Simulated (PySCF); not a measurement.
Si(H)(Et)(OH)2 (C2H8O2Si), SMILES CC[SiH](O)O.

Geometry optimised at PBE0-D3(BJ)/def2-SVP. The values are those of a single conformer.

These are PySCF with TDDFT-M06-2X/def2-SVPD values and carry that method's errors.

Vertical excitations. 

```json
[
 {"state": "S1", "energy (eV)": "7.55", "λ (nm)": "164", "f": "0.010", "main pairs": "HOMO→LUMO 76 %"},
 {"state": "S2", "energy (eV)": "8.04", "λ (nm)": "154", "f": "0.010", "main pairs": "HOMO−2→LUMO 54 %, HOMO→LUMO+1 16 %"},
 {"state": "S3", "energy (eV)": "8.13", "λ (nm)": "153", "f": "0.017", "main pairs": "HOMO→LUMO+1 60 %, HOMO−2→LUMO 10 %"},
 {"state": "S4", "energy (eV)": "8.31", "λ (nm)": "149", "f": "0.030", "main pairs": "HOMO→LUMO+2 74 %"},
 {"state": "S5", "energy (eV)": "8.35", "λ (nm)": "148", "f": "0.045", "main pairs": "HOMO−1→LUMO 50 %, HOMO−2→LUMO+1 9 %, HOMO→LUMO 9 %"},
 {"state": "S6", "energy (eV)": "8.90", "λ (nm)": "139", "f": "0.008", "main pairs": "HOMO−2→LUMO+1 34 %, HOMO−1→LUMO 14 %, HOMO−2→LUMO+2 11 %, HOMO−6→LUMO 9 %"},
 {"state": "S7", "energy (eV)": "8.98", "λ (nm)": "138", "f": "0.043", "main pairs": "HOMO−1→LUMO+1 29 %, HOMO−5→LUMO 23 %, HOMO→LUMO+3 14 %, HOMO→LUMO+4 8 %"},
 {"state": "S8", "energy (eV)": "9.13", "λ (nm)": "136", "f": "0.145", "main pairs": "HOMO→LUMO+3 62 %, HOMO−1→LUMO+2 15 %"},
 {"state": "S9", "energy (eV)": "9.37", "λ (nm)": "132", "f": "0.000", "main pairs": "HOMO−3→LUMO+1 38 %, HOMO−3→LUMO+2 27 %, HOMO−3→LUMO 14 %, HOMO−2→LUMO+1 7 %"},
 {"state": "S10", "energy (eV)": "9.42", "λ (nm)": "132", "f": "0.145", "main pairs": "HOMO→LUMO+4 20 %, HOMO−1→LUMO+2 14 %, HOMO−1→LUMO+1 12 %, HOMO−5→LUMO 9 %"},
 {"state": "T1", "energy (eV)": "7.38", "λ (nm)": "168", "f": "0", "main pairs": "HOMO→LUMO 61 %, HOMO−1→LUMO 15 %"},
 {"state": "T2", "energy (eV)": "7.76", "λ (nm)": "160", "f": "0", "main pairs": "HOMO−2→LUMO 61 %"},
 {"state": "T3", "energy (eV)": "7.94", "λ (nm)": "156", "f": "0", "main pairs": "HOMO→LUMO+1 66 %"},
 {"state": "T4", "energy (eV)": "8.05", "λ (nm)": "154", "f": "0", "main pairs": "HOMO→LUMO+2 29 %, HOMO−1→LUMO 25 %, HOMO−2→LUMO+1 11 %"}
]
```
Triplets are in the Tamm–Dancoff approximation, which puts them higher than full response would, so one can lie above its singlet here.
